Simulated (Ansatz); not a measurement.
`[NH2][Zn][N]([SiH3])[SiH3]` + HCl → `[SiH3][N]([SiH3])[Zn][Cl]` + NH₃ at 500 K and 1 bar (ligand exchange at a Zn–N bond).

Gas-phase electronic energies from Ansatz, PBE0-D4/def2-TZVP geometries. CCSD(T)/CBS is the MP2 limit (def2-TZVPP, def2-QZVPP) plus CCSD(T) − MP2 in def2-TZVPP, frozen cores. This one scheme is used for every species. For Zn outer-core shells are correlated without core-valence functions, which leaves a few kJ/mol of doubt a bond. Scalar relativity is left out up to krypton. One conformer a species, not always the lowest.

| species | CCSD(T)/CBS energy (Eh) | H − E (kJ/mol) | S (J/(mol·K)) |
| --- | --- | --- | --- |
| `[NH2][Zn][N]([SiH3])[SiH3]` | -2470.82045 | 276.5 | 513.0 |
| HCl | -460.38127 | 32.5 | 201.9 |
| `[SiH3][N]([SiH3])[Zn][Cl]` | -2874.73810 | 208.6 | 490.4 |
| NH₃ | -56.50880 | 108.2 | 211.8 |

H − E and S are ideal-gas, rigid-rotor, harmonic terms from PBE0-D4/def2-TZVP, for one conformer and one mirror image of each species. 1 Eh = 2625.50 kJ/mol, R = 8.31446 J/(mol·K).

By hand: ΔE, ΔH, ΔS and ΔG.

ΔE = (-2874.73810) + (-56.50880) − (-2470.82045) − (-460.38127) = -0.04518 Eh = -118.6 kJ/mol. Δ(H − E) = 208.6 + 108.2 − 276.5 − 32.5 = 7.8, so ΔH = -110.8 kJ/mol. ΔS = 490.4 + 211.8 − 513.0 − 201.9 = -12.7 J/(mol·K). ΔG = -110.8 − 500 × (-12.7)/1000 = -104.5 kJ/mol.

By hand: the equilibrium constant, and the temperature at which ΔG would vanish if ΔH and ΔS stayed fixed.

log₁₀ K = −ΔG/(RT ln 10) = 10.9. ΔG = 0 at ΔH/ΔS = 8724 K, far beyond where these terms or the molecules hold.

The number of gas molecules stays the same, so ΔS is small and ΔH decides. A doubt of 5 kJ/mol in ΔE shifts log₁₀ K by 0.5 here. Other conformers and mirror images would add mixing entropy, several J/(mol·K) or more a flexible species. Modes under 60 cm⁻¹, often nearly free rotors, make the harmonic entropy too high. These are equilibria of isolated gas molecules and say nothing of rates. Largest T1 diagnostic: 0.015 (customary marks: 0.02 for closed shells, 0.045 for open ones).
